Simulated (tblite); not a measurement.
C4H7F3SSi.
Z-matrix (Å and degrees, GFN2-xTB geometry), rows numbered from 1:
```
F 
C   1  1.3497
F   2  1.3465  1  105.88
F   2  1.3475  1  106.00  3   112.43
Si  2  1.9485  1  112.69  3  -122.24
S   5  2.1239  2  108.88  1   -75.18
C   6  1.8142  5  102.59  2    31.22
C   7  1.4949  6  119.52  5    72.44
C   7  1.4948  6  117.62  5   141.91
H   5  1.4501  2  105.76  1   168.46
H   5  1.4584  2  102.78  1    46.25
H   7  1.0797  6  111.75  5   -74.80
H   8  1.0794  7  117.64  9   109.70
H   8  1.0794  7  117.88  9  -107.63
H   9  1.0787  7  117.51  8   107.90
H   9  1.0790  7  117.89  8  -109.32
```

Level: GFN2-xTB in tblite, geometry and Hessian alike; calculated harmonic values, unscaled, isolated species. The method is semi-empirical: single wavenumbers can be off by several per cent or more. Modes of hydrogen on silicon can be 10 to 20 % off. One conformer, not necessarily the lowest.

Harmonic wavenumbers (cm⁻¹): 28.7, 46.6, 53.9, 84.3, 132.3, 191.2, 221.8, 298.1, 320.5, 384.0, 443.7, 462.4, 482.8, 546.3, 577.3, 636.2, 658.4, 706.1, 728.9, 791.3, 846.6, 978.0, 984.4, 1022.5, 1029.1, 1042.6, 1071.8, 1076.1, 1084.8, 1140.1, 1143.8, 1210.7, 1320.4, 1424.9, 1469.7, 2316.9, 2393.0, 3068.0, 3091.3, 3095.8, 3100.9, 3118.5.

A = 1879, B = 802.1, C = 673.5 MHz; mass 171.999 u (most abundant isotopes); point group C1, symmetry number 1.

Question: What is the zero-point energy?

Answer: Half the sum of the wavenumbers: 22412 cm⁻¹ = 268.11 kJ/mol.

Question: Give the ideal-gas entropy at 200 K and 1 bar in the rigid-rotor, harmonic-oscillator model (classical rotation).

Answer: Translation 164.75, rotation 121.12, vibration 104.53: S = 390.4 J/(mol K).

Question: And Cp and H(200 K) − H(0)?

Answer: Cp = 129.38 J/(mol K), of which vibrations give 96.12 (their classical limit is 42 R = 349.2); H(200 K) − H(0) = 17.00 kJ/mol without the zero-point energy, 10.35 from vibrations.

Question: How do the functions run with temperature in this model?

Answer: 
```json
{"T (K)": "150", "S (J/(mol K))": "356.5", "Cp (J/(mol K))": "107.5", "H − H(0) (kJ/mol)": "11.08", "G − H(0) (kJ/mol)": "-42.39", "ln q(vib)": "4.76"}
{"T (K)": "250", "S (J/(mol K))": "421.6", "Cp (J/(mol K))": "151.1", "H − H(0) (kJ/mol)": "24.02", "G − H(0) (kJ/mol)": "-81.39", "ln q(vib)": "7.88"}
{"T (K)": "298.15", "S (J/(mol K))": "450.0", "Cp (J/(mol K))": "171.2", "H − H(0) (kJ/mol)": "31.78", "G − H(0) (kJ/mol)": "-102.38", "ln q(vib)": "9.32"}
{"T (K)": "400", "S (J/(mol K))": "505.6", "Cp (J/(mol K))": "208.2", "H − H(0) (kJ/mol)": "51.17", "G − H(0) (kJ/mol)": "-151.09", "ln q(vib)": "12.27"}
{"T (K)": "600", "S (J/(mol K))": "600.4", "Cp (J/(mol K))": "258.4", "H − H(0) (kJ/mol)": "98.26", "G − H(0) (kJ/mol)": "-261.99", "ln q(vib)": "17.74"}
{"T (K)": "900", "S (J/(mol K))": "714.2", "Cp (J/(mol K))": "301.3", "H − H(0) (kJ/mol)": "182.85", "G − H(0) (kJ/mol)": "-459.90", "ln q(vib)": "25.06"}
```

q(vib) and H(0) count from the zero-point level.

Question: Which modes carry the vibrational entropy at 200 K?

Answer: 28.7 cm⁻¹: 21.45; 46.6 cm⁻¹: 17.44; 53.9 cm⁻¹: 16.24; 84.3 cm⁻¹: 12.60; 132.3 cm⁻¹: 9.03; 191.2 cm⁻¹: 6.29 J/(mol K); the other 36 give 21.48 together.

Question: What must be added to the electronic energy to get the Gibbs energy at 200 K and 1 bar?

Answer: ZPE + [H(200 K) − H(0)] − T·S = 268.11 + 17.00 − 78.08 = 207.03 kJ/mol.

Question: Blend soft modes into free rotors: weight 1/[1 + (100 cm⁻¹/ν̃)⁴] for the oscillator and the rest for a rotor with moment μB/(μ + B), μ = h/(8π²ν), B = 10⁻⁴⁴ kg m². What vibrational entropy results?

Answer: 90.87 J/(mol K) in place of 104.53, which changes −T·S at 200 K by +2.73 kJ/mol.

Hindered rotation and anharmonicity are outside this model. Other conformers, if any are populated, would add a mixing term that is left out. The structure is chiral; the term R ln 2 for an equal mix with its mirror image is left out.
